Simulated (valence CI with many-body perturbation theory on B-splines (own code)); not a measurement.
## Hg LXVIII: calculated level list

Calculated by configuration interaction combined with many-body perturbation theory (CI+MBPT): three valence electrons over a frozen Dirac-Fock core [Ne], radial functions for each j: 11 s, 11 p, 10 d, 8 f, 5 g, 2 h, with the one-electron correlation potential Σ1, the two-electron term Σ2, the three-electron term Σ3, Breit, model QED; selected CI, second order for the rest, scaled by the run's own slope (own B-spline code, finite nucleus).

No measured spectrum was set against this ion. As an estimate, large intervals hold to a few tenths of a per cent, small ones and those within an open d or f shell to about a per cent.

Levels 1 to 45 of 157, with energies above the lowest level, (3s^2 3p1/2) J=1/2. "Leading %" is the weight of the configuration and term that name the level; weights of strongly mixed levels are sums over their largest components and can fall short, so below about 35 % the name and the second component can differ from the true leading terms, or belong to a minority configuration. In the jj column 3d3/2^4 stands for four electrons in 3d with j = 3/2.

```
No.  Configuration  Term    J  E (Ry)  Leading %      g   Second component                 Leading jj
  1         3s2.3p   2P°  1/2    0.00        100  0.643                            3s^2 3p1/2 (100 %)
  2         3s.3p2    4P  1/2   14.01         51  2.074     31 % 3s.3p2 2S          3s 3p1/2^2 (99 %)
  3         3s2.3p   2P°  3/2   38.87         99  1.318                             3s^2 3p3/2 (99 %)
  4         3s.3p2    4P  3/2   50.36         88  1.617      9 % 3s.3p2 2D      3s 3p1/2 3p3/2 (99 %)
  5         3s.3p2    2D  5/2   51.86         63  1.328     36 % 3s.3p2 4P      3s 3p1/2 3p3/2 (98 %)
  6         3s.3p2    2D  3/2   53.48         46  0.969     29 % 3s.3p2 2P      3s 3p1/2 3p3/2 (78 %)
  7         3s.3p2    2P  1/2   54.36         69  1.274     31 % 3s.3p2 4P      3s 3p1/2 3p3/2 (99 %)
  8         3s2.3d    2D  3/2   57.94         78  0.829     14 % 3s.3p2 2D          3s^2 3d3/2 (78 %)
  9         3s2.3d    2D  5/2   65.80         98  1.190                             3s^2 3d5/2 (98 %)
 10       3s.3p.3d   4F°  3/2   67.04         35  0.910       19 % 3p3 2P°      3s 3p1/2 3d3/2 (59 %)
 11       3s.3p.3d   4F°  3/2   68.09         42  0.870       21 % 3p3 2P°      3s 3p1/2 3d3/2 (55 %)
 12       3s.3p.3d   4F°  5/2   68.94         41  1.012  33 % 3s.3p.3d 2F°      3s 3p1/2 3d3/2 (99 %)
 13       3s.3p.3d   4D°  1/2   71.13         56  0.405  38 % 3s.3p.3d 2P°      3s 3p1/2 3d3/2 (99 %)
 14       3s.3p.3d   4D°  3/2   71.79         30  1.271  28 % 3s.3p.3d 2P°      3s 3p1/2 3d3/2 (84 %)
 15       3s.3p.3d   4P°  5/2   77.60         38  1.347  31 % 3s.3p.3d 4D°     3s 3p1/2 3d5/2 (100 %)
 16       3s.3p.3d   4F°  7/2   78.81         40  1.231  36 % 3s.3p.3d 2F°      3s 3p1/2 3d5/2 (99 %)
 17       3s.3p.3d   2F°  5/2   79.62         51  1.032  22 % 3s.3p.3d 2D°      3s 3p1/2 3d5/2 (99 %)
 18       3s.3p.3d   2P°  3/2   79.97         38  1.110  33 % 3s.3p.3d 2D°      3s 3p1/2 3d5/2 (94 %)
 19         3p2.3d    2D  3/2   84.51         42  0.775     33 % 3p2.3d 4F       3p1/2^2 3d3/2 (99 %)
 20         3s.3p2    4P  5/2   90.15         62  1.433     37 % 3s.3p2 2D          3s 3p3/2^2 (99 %)
 21         3s.3p2    2S  1/2   93.21         68  1.933     19 % 3s.3p2 4P          3s 3p3/2^2 (99 %)
 22         3s.3p2    2P  3/2   93.78         60  1.187     31 % 3s.3p2 2D          3s 3p3/2^2 (99 %)
 23         3p2.3d    2D  5/2   94.43         34  1.188     20 % 3p2.3d 4D       3p1/2^2 3d5/2 (99 %)
 24            3p3   2D°  5/2  105.41         64  1.178  15 % 3s.3p.3d 2D°       3p1/2 3p3/2^2 (64 %)
 25            3p3   4S°  3/2  105.89         49  1.424       42 % 3p3 2D°       3p1/2 3p3/2^2 (91 %)
 26            3p3   2P°  1/2  107.26         74  0.865  15 % 3s.3p.3d 2P°       3p1/2 3p3/2^2 (74 %)
 27       3s.3p.3d   4D°  3/2  107.83         43  1.270  33 % 3s.3p.3d 4P°      3s 3p3/2 3d3/2 (96 %)
 28       3s.3p.3d   4P°  1/2  107.99         72  1.978  17 % 3s.3p.3d 4D°      3s 3p3/2 3d3/2 (90 %)
 29       3s.3p.3d   4D°  5/2  108.29         35  1.197  23 % 3s.3p.3d 4F°      3s 3p3/2 3d3/2 (75 %)
 30       3s.3p.3d   4F°  7/2  108.41         42  1.214  41 % 3s.3p.3d 2F°      3s 3p3/2 3d3/2 (97 %)
 31       3s.3p.3d   2D°  3/2  110.76         59  0.987  19 % 3s.3p.3d 4P°      3s 3p3/2 3d3/2 (92 %)
 32       3s.3p.3d   2F°  5/2  111.71         63  0.967       10 % 3p3 2D°      3s 3p3/2 3d3/2 (89 %)
 33       3s.3p.3d   2P°  1/2  112.22         61  0.611  20 % 3s.3p.3d 4D°      3s 3p3/2 3d3/2 (84 %)
 34       3s.3p.3d   4F°  9/2  114.81        100  1.318                        3s 3p3/2 3d5/2 (100 %)
 35       3s.3p.3d   2D°  5/2  116.63         45  1.339  39 % 3s.3p.3d 4P°      3s 3p3/2 3d5/2 (98 %)
 36       3s.3p.3d   2F°  7/2  117.29         52  1.250  40 % 3s.3p.3d 4D°      3s 3p3/2 3d5/2 (97 %)
 37       3s.3p.3d   2D°  3/2  117.61         43  1.139  39 % 3s.3p.3d 2P°      3s 3p3/2 3d5/2 (94 %)
 38       3s.3p.3d   2F°  7/2  118.91         70  1.193  20 % 3s.3p.3d 4D°      3s 3p3/2 3d5/2 (99 %)
 39       3s.3p.3d   2P°  1/2  119.60         83  0.724   7 % 3s.3p.3d 4D°      3s 3p3/2 3d5/2 (95 %)
 40       3s.3p.3d   2P°  3/2  120.51         75  1.297   9 % 3s.3p.3d 4P°      3s 3p3/2 3d5/2 (99 %)
 41       3s.3p.3d   2D°  5/2  120.68         62  1.112  22 % 3s.3p.3d 2F°      3s 3p3/2 3d5/2 (96 %)
 42         3p2.3d    2F  5/2  121.19         47  0.943     35 % 3p2.3d 4F   3p1/2 3p3/2 3d3/2 (91 %)
 43         3p2.3d    4F  3/2  121.85         41  0.894     25 % 3p2.3d 4D   3p1/2 3p3/2 3d3/2 (98 %)
 44         3p2.3d    4D  1/2  122.08         81  0.169     16 % 3p2.3d 2P  3p1/2 3p3/2 3d3/2 (100 %)
 45         3p2.3d    2G  7/2  122.48         53  1.011     25 % 3p2.3d 2F   3p1/2 3p3/2 3d3/2 (97 %)
```

The ionisation energy to 3s2 1S_0 of the next ion comes out as 8162.4 eV (NIST: 8160 ± 40 eV (theoretical)). All 157 levels together are meant to be complete up to 292.61 Ry.
